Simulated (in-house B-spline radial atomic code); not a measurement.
## LDA VWN5 excitations of the tungsten ion W⁶⁺

Method: LDA VWN5. Computed with a B-spline radial code for spherical atoms: linear response of the closed shell [Xe] 4f14 with the functional's adiabatic kernel; scalar-relativistic (spin-free one-electron X2C), finite nucleus, no spin-orbit coupling, no double excitations, S, P, D and F terms only; shells from n = 3 respond. Only terms of natural parity with L up to 3 were computed.

Spin-orbit coupling is strong here, so these LS terms don't match observed levels.

Command:
```bash
python run_td.py task.json out
```
Settings (radii: box in bohr, nucleus in fm):
```
Z                        74
electrons                68
configuration            [Xe] 4f14
hamiltonian              x2c
method                   lda,vwn
box_radius               14.35
rms_radius               5.3658
intervals                69
```

Time taken, with all properties: 2.5 s on 1 thread of Intel(R) Xeon(R) Platinum 8559C (Emerald Rapids), with other jobs on the host.

The lowest states, in the order of their Tamm-Dancoff energies; the method's threshold (minus the highest occupied level) is 109.53 eV. Labels give the largest channel, * marks a mixed state, and oscillator strengths are full-response dipole values. Semilocal kernels can invert the small singlet-triplet splittings of Rydberg terms. Energies in eV:

| state | full response | Tamm-Dancoff | oscillator strength |
| --- | --- | --- | --- |
| 4f → 5d 3P | 37.57 | 37.60 | - |
| 4f → 5d 3F | 37.96 | 37.97 | - |
| 4f → 5d 1F | 38.60 | 38.61 | - |
| 4f → 5d 1P | 39.96 | 40.15 | 0.0596 |
| 5p → 5d 3P | 43.65 | 43.69 | - |
| 5p → 5d 3F | 44.17 | 44.20 | - |
| 5p → 5d 1F | 46.31 | 46.37 | - |
| 4f → 6s 3F | ? | ? | - |
| 4f → 6s 1F | 49.83 | 49.84 | - |
| 5p → 5d 1P | 54.19 | 55.87 | 4.76 |
| 5p → 6s 3P | 56.37 | 56.37 | - |
| 5p → 6s 1P | ? | ? | ? |
| 4f → 6p 3D | 60.71 | 60.71 | - |
| 4f → 6p 1D | 61.06 | 61.07 | - |
| 5p → 6p 3S | 67.03 | 67.04 | - |
| 5p → 6p 3D | 67.51 | 67.51 | - |

Task: Where does 4f → 6s 3F lie?

Result: At 49.65 eV in full response, 49.65 eV in Tamm-Dancoff.

Task: Where does 5p → 6s 1P lie?

Result: At 57.10 eV in full response, 57.26 eV in Tamm-Dancoff, oscillator strength 1.72.

Task: How large is the singlet-triplet splitting of 4f → 5d (F terms) in Tamm-Dancoff?

Result: 0.641 eV, from the unrounded values.

Task: What polarisabilities and dispersion coefficient does the method give?

Result: Dipole 2.034 bohr³, quadrupole 2.579 bohr⁵, C6 7.694 hartree·bohr⁶ for two such species.
